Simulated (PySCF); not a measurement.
# C (carbon, neutral) across methods

[He] 2s1 2p3, high-spin 5S determinant (an excited configuration). Computed with PySCF 2.14 in dyall-acv3z, with the spin-free X2C one-electron Hamiltonian (Gaussian nucleus).

```json
{"method": "r2SCAN", "E (hartree)": "-37.7173", "mean ε 1s β (eV)": "-274.82", "mean ε 2s α (eV)": "-16.685", "mean ε 2p α (eV)": "-7.262", "Σ⟨r²⟩ (bohr²)": "13.87", "⟨S²⟩": "6.000"}
{"method": "LDA", "E (hartree)": "-37.3354", "mean ε 1s β (eV)": "-268.53", "mean ε 2s α (eV)": "-15.262", "mean ε 2p α (eV)": "-6.888", "Σ⟨r²⟩ (bohr²)": "14.31", "⟨S²⟩": "6.000"}
{"method": "HSE06", "E (hartree)": "-37.6795", "mean ε 1s β (eV)": "-279.48", "mean ε 2s α (eV)": "-17.654", "mean ε 2p α (eV)": "-8.029", "Σ⟨r²⟩ (bohr²)": "13.97", "⟨S²⟩": "6.000"}
{"method": "PBE0", "E (hartree)": "-37.6749", "mean ε 1s β (eV)": "-279.90", "mean ε 2s α (eV)": "-18.101", "mean ε 2p α (eV)": "-8.445", "Σ⟨r²⟩ (bohr²)": "13.96", "⟨S²⟩": "6.000"}
{"method": "UHF", "E (hartree)": "-37.61374", "mean ε 1s β (eV)": "-305.62", "mean ε 2s α (eV)": "-25.631", "mean ε 2p α (eV)": "-13.029", "Σ⟨r²⟩ (bohr²)": "13.54", "⟨S²⟩": "6.000"}
{"method": "PBE", "E (hartree)": "-37.6625", "mean ε 1s β (eV)": "-271.13", "mean ε 2s α (eV)": "-15.491", "mean ε 2p α (eV)": "-6.827", "Σ⟨r²⟩ (bohr²)": "14.24", "⟨S²⟩": "6.000"}
{"method": "BLYP", "E (hartree)": "-37.6869", "mean ε 1s β (eV)": "-271.87", "mean ε 2s α (eV)": "-15.086", "mean ε 2p α (eV)": "-6.490", "Σ⟨r²⟩ (bohr²)": "14.31", "⟨S²⟩": "6.000"}
{"method": "M06", "E (hartree)": "-37.6946", "mean ε 1s β (eV)": "-280.44", "mean ε 2s α (eV)": "-17.569", "mean ε 2p α (eV)": "-8.178", "Σ⟨r²⟩ (bohr²)": "13.97", "⟨S²⟩": "6.000"}
{"method": "B97-3", "E (hartree)": "-37.7012", "mean ε 1s β (eV)": "-281.04", "mean ε 2s α (eV)": "-18.136", "mean ε 2p α (eV)": "-8.435", "Σ⟨r²⟩ (bohr²)": "13.88", "⟨S²⟩": "6.000"}
```
